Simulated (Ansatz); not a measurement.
`O[SiH]1BN1` + H₂ → `B1N[SiH2]1` + H₂O  (hydrogenolysis of the Si–O bond)

Isolated molecules relaxed with PBE0-D4/def2-TZVP in Ansatz; ΔE leaves out vibrations. CBS: MP2 limit from def2 TZ/QZ plus the TZ coupled-cluster correction, frozen cores. This one scheme is used for every species. DFT in def2-TZVPP. Each species was taken in one conformer, which may not be the lowest.

`O[SiH]1BN1`:

```xyz
8

O    -0.626   -0.786   -1.634
Si   -0.164   -0.636   -0.064
B    -0.572    0.875    1.027
N     0.673    0.816    0.408
H    -0.196   -1.470   -2.150
H     0.530   -1.889    0.329
H    -1.124    1.666    1.722
H     1.479    1.423    0.361
```

H₂:

Cartesian coordinates in Å:
```
H 0.282 -0.174 -0.171
H -0.282 0.174 0.171
```

`B1N[SiH2]1`:

Z-matrix (Å, degrees):
```
Si
N 1 1.756
B 1 1.929 2 43.6
H 1 1.486 2 115.1 3 115.6
H 1 1.486 2 115.1 3 -115.6
H 2 1.009 1 147.6 3 -180.0
H 3 1.187 1 162.0 2 180.0
```

H₂O:

Cartesian coordinates in Å:
```
O -0.373 -0.112 0.004
H 0.303 -0.310 0.656
H 0.070 0.422 -0.659
```

```csv
level,ΔE (kJ/mol)
r2SCAN-D4,82.3
PBE0-D4,71.6
r2SCANh,80.3
BHLYP,75.0
```

**Question.** What does CCSD(T)/CBS give? (An estimate is asked.)

**Answer.** Computed: +76.3 kJ/mol. The listed levels differ from it by 6.0, -4.7, 4.0, -1.3 kJ/mol.

Largest T1 diagnostic among the species: 0.014.

In def2-TZVPP, CCSD(T) changes the Hartree–Fock value by +4.6 kJ/mol (the triples alone add +2.2 kJ/mol) and MP2 by +11.2 kJ/mol. At CCSD(T), def2-SVP lies −15.9 kJ/mol from the extrapolated value and def2-TZVPP −0.5 kJ/mol.
